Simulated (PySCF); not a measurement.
C2H6BiBr, SMILES [CH3][Bi]([CH3])[Br]. Atoms are numbered in the order given.

```xyz
10

Bi    -0.6160    -0.3264     0.0000
Br     2.0103     0.1105     0.0000
C     -1.0465     1.2098     1.6486
H     -0.7592     0.7867     2.6292
H     -2.1282     1.4502     1.6389
H     -0.4496     2.1155     1.4352
C     -1.0465     1.2098    -1.6486
H     -0.7592     0.7867    -2.6292
H     -0.4496     2.1155    -1.4352
H     -2.1282     1.4502    -1.6389
```

Geometry: PBE-D3(BJ)/def2-SVP. The def2 effective core potentials stand for the cores of Bi; spin–orbit coupling is left out.

Calculation: PBE-D3(BJ)/def2-SVP (PySCF).

Frequencies are harmonic and unscaled.

Computed normal modes with their intensities:
| mode | ν (cm⁻¹) | IR (km/mol) | moving atoms (share of kinetic energy) |
|---|---|---|---|
| 1 | 69 | 0.0 | H 95 % |
| 2 | 89 | 0.0 | H 95 % |
| 3 | 108 | 0.2 | C 55 %, H 30 %, Br 11 % |
| 4 | 115 | 0.2 | C 52 %, H 27 %, Br 14 % |
| 5 | 153 | 0.4 | C 59 %, H 34 % |
| 6 | 207 | 14.7 | Br 72 %, Bi 28 % |
| 7 | 450 | 19.7 | C 75 %, H 18 % |
| 8 | 452 | 13.6 | C 76 %, H 18 % |
| 9 | 673 | 5.5 | H 88 %, C 12 % |
| 10 | 695 | 0.0 | H 85 %, C 15 % |
| 11 | 701 | 17.6 | H 84 %, C 15 % |
| 12 | 771 | 15.9 | H 82 %, C 18 % |
| 13 | 1123 | 3.4 | H 83 %, C 17 % |
| 14 | 1136 | 0.7 | H 83 %, C 17 % |
| 15 | 1364 | 4.5 | H 94 % |
| 16 | 1374 | 5.2 | H 95 % |
| 17 | 1374 | 0.2 | H 94 % |
| 18 | 1386 | 11.8 | H 95 % |
| 19 | 2985 | 6.6 | H 98 % |
| 20 | 2985 | 4.8 | H 98 % |
| 21 | 3105 | 0.6 | H 90 %, C 10 % |
| 22 | 3106 | 4.4 | H 90 %, C 10 % |
| 23 | 3124 | 2.3 | H 90 %, C 10 % |
| 24 | 3124 | 0.6 | H 90 %, C 10 % |
